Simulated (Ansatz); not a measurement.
Consider the ligand exchange at the Sn–N bond: `[NH2][Sn][F]` + H₂S → `[F][Sn][SH]` + NH₃.

Program: Ansatz. Geometries: PBE0-D4/def2-TZVP. ΔE: electronic, gas phase. CCSD(T)/CBS is the MP2 limit (def2-TZVPP, def2-QZVPP) plus CCSD(T) − MP2 in def2-TZVPP, frozen cores. This one scheme is used for every species. DFT in def2-TZVPP. B3LYP here is the variant with VWN-RPA as its local correlation; programs differ in this. Elements past krypton have def2 core potentials. For Sn outer-core shells are correlated without core-valence functions, which leaves a few kJ/mol of doubt a bond. Each species was taken in one conformer, which may not be the lowest.

```
             level  ΔE (kcal/mol)
           PBE0-D4          -14.8
            B2PLYP          -12.8
             B3LYP          -13.4
SCS-MP2/def2-TZVPP          -11.9
```

(1) What does CCSD(T)/CBS give? (An estimate is asked.)

Largest T1 diagnostic among the species: 0.017.

Answers

(1) The calculation gave: -12.9 kcal/mol. The listed levels differ from it by -1.9, 0.1, -0.5, 1.0 kcal/mol.

Leaving LDA and LC-ωPBE aside and taking each functional with its dispersion term where it has one, the values, not all of them listed here, spread over 2.9 kcal/mol, from HSE06-D4 to CAM-B3LYP-D4. LDA lies +1.2 kcal/mol from PBE without D4.
